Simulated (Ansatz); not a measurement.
Coupled-cluster diagnostics for the cluster Rb₅H₄, Ansatz.

Geometry of the doublet (B3LYP-D4/def2-SVP):

Cartesian coordinates in Å:
```
Rb 4.3410 -2.5216 0.9296
Rb 1.2218 1.6482 -0.1159
Rb -2.6152 3.3753 -2.6472
Rb -3.9718 -0.0736 0.4943
Rb 0.4185 -2.5437 1.8390
H 2.3864 -0.6849 0.6887
H -4.2300 1.8021 -1.3150
H -0.1375 3.0963 -1.8377
H 2.5867 -4.0981 1.9642
```

In the def2 sets Rb takes a core potential; there is no spin–orbit coupling. Correlated methods freeze no core orbitals; core or outer-core shells of Rb are correlated, in sets that lack core-valence functions. Another isomer (doublet) lies 0.91 eV lower at PBE0-D4/def2-TZVP; other spin states weren't run for this one.

(1) Estimate the CCSD(T) correlation energy, the shares of MP2 and (T), T1 and the reference's ⟨S²⟩ for: charge 0, doublet, own geometry in def2-SVP; and the rough time on 4 threads of Arm Neoverse V1 on a shared host.

## Answers

(1) 
```tsv
state	basis	correlation (eV)	MP2 share (%)	(T) share (%)	T1	⟨S²⟩ (pure)	wall time
charge 0, doublet, own geometry	def2-SVP	-10.787	84.5	1.8	0.015	0.75 (0.75)	4.2 min
```
Customary marks for T1 are 0.02 (closed shells), 0.045 (open shells) and about 0.05 (3d metals). T1 stays under 0.02 throughout.
